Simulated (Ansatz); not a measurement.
```xyz
17

C    -1.644   -0.186   -0.520
C    -0.225   -0.217    0.058
C    -0.048   -1.446    0.957
C     0.085    1.051    0.804
C     1.116    1.683    0.230
C     1.569    0.905   -0.923
C     0.807   -0.190   -1.035
H    -1.837   -1.085   -1.111
H    -2.385   -0.144    0.282
H    -1.782    0.686   -1.163
H    -0.765   -1.423    1.782
H     0.959   -1.479    1.375
H    -0.217   -2.364    0.389
H    -0.470    1.372    1.677
H     1.556    2.618    0.553
H     2.390    1.184   -1.571
H     0.890   -0.966   -1.786
```

The species carries charge 0 and has multiplicity 1.

Task: List the B3LYP/def2-TZVPP orbital energies in eV (Ansatz). (An estimate is asked.)

Result: The calculation gave: Occupied: -277.17, -276.68, -276.67, -276.63, -276.63, -276.55, -276.55, -23.68, -20.91, -19.25, -18.78, -17.13, -14.73, -14.49, -13.62, -11.75, -11.68, -11.65, -10.83, -10.67, -10.14, -9.69, -9.02, -8.97, -8.30, -6.05. Lowest empty: -0.78, 1.05, 1.81, 1.89, 2.13, 2.42, 2.58, 2.65.

B3LYP here is the variant with VWN-RPA as its local correlation; programs differ in this.
